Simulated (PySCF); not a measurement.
Give a PBE0-D3(BJ)/def2-SVP geometry of `C[Si](C)(C)C`.

Z-matrix in Å and degrees, rows numbered from 1:
```
C 
Si  1  1.8844
C   2  1.8846  1  109.42
C   2  1.8841  1  109.57  3   120.07
C   2  1.8844  1  109.46  3  -119.89
H   1  1.1015  2  111.35  3   -59.90
H   1  1.1018  2  111.09  3   179.85
H   1  1.1019  2  110.91  3    60.11
H   3  1.1016  2  111.27  1   179.91
H   3  1.1018  2  111.11  1    59.74
H   3  1.1019  2  111.01  1   -60.09
H   4  1.1018  2  111.21  1   -59.98
H   4  1.1018  2  111.22  1    60.07
H   4  1.1018  2  111.13  1  -179.94
H   5  1.1018  2  111.26  1   -60.10
H   5  1.1019  2  111.19  1    59.99
H   5  1.1019  2  111.08  1   179.92
```

Si2 (four-coordinate silicon) is tetrahedral (angles from 109.4° to 109.6°). All 4 C–Si bonds measure 1.884 to 1.885 Å.

Computed, not measured: PBE0-D3(BJ)/def2-SVP geometry optimisation, gas phase (PySCF 2.14.0).

Point group: Td (every atom within 0.08 Å of its image). Stationary, but not proved a minimum.
